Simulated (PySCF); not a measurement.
How the method moves the HOMO and LUMO of `CCS(=O)(=O)CC`

C4H10O2S.
Geometry (PBE0-D3(BJ)/def2-SVP, Å), atoms numbered from 1 in this order:
```
atom  x, y, z in Å
C1     2.8935    0.2633    0.6558
C2     1.5566   -0.3898    0.3637
S3     0.2421    0.7291    0.8672
O4     0.3250    0.8858    2.3206
O5     0.2960    1.9056   -0.0030
C6    -1.2769   -0.1588    0.4968
C7    -2.4615    0.7012    0.8915
H8     2.9852    0.4799    1.7293
H9     2.9872    1.2083    0.1027
H10    3.7153   -0.4031    0.3585
H11    1.4108   -1.3201    0.9326
H12    1.4077   -0.5881   -0.7081
H13   -1.2561   -0.3778   -0.5811
H14   -1.2343   -1.1016    1.0622
H15   -2.4298    0.9264    1.9667
H16   -2.4471    1.6505    0.3379
H17   -3.4021    0.1779    0.6690
```

Basis pcSseg-1 throughout (PySCF), one geometry. The structure is a single PBE0-D3(BJ)/def2-SVP conformer in the gas phase; no vibrational or solvent corrections.

Problem. How do the orbital energies, the gap and the dipole change with the method?

Solution. 
```csv
method,kind,HOMO (eV),LUMO (eV),gap (eV),μ (D),SCF cycles
OPBE,GGA,-6.63,0.14,6.77,4.07,16
PBE,GGA,-6.68,-0.07,6.61,4.11,15
KT3,GGA,-6.77,-0.18,6.59,4.06,16
B97-2,global hybrid,-7.85,0.79,8.64,4.39,14
PBE0,global hybrid,-8.12,0.78,8.90,4.41,14
mPW1PW91,global hybrid,-8.16,0.78,8.94,4.43,14
wB97X-D,range-separated hybrid,-10.00,2.59,12.59,4.51,13
HF,Hartree–Fock,-11.57,3.68,15.25,5.06,10
```

The HOMO spans 4.94 eV, from OPBE down to HF, and the gap runs from 6.59 eV (KT3) to 15.25 eV (HF). Over the methods OPBE (0 %), PBE (0 %), KT3 (0 %), B97-2 (21 %), PBE0 (25 %), mPW1PW91 (25 %), HF (100 %), a straight line through the gap against the share of exact exchange rises by 0.86 eV for each 10 % (correlation coefficient 1.000). The dipole ranges from 4.06 D (KT3) to 5.06 D (HF). This basis has no diffuse functions.

The vertical ΔSCF ionisation energy at CAM-B3LYP/def2-SVPD is 10.39 eV; −ε(HOMO) comes closest to it with wB97X-D (10.00 eV).
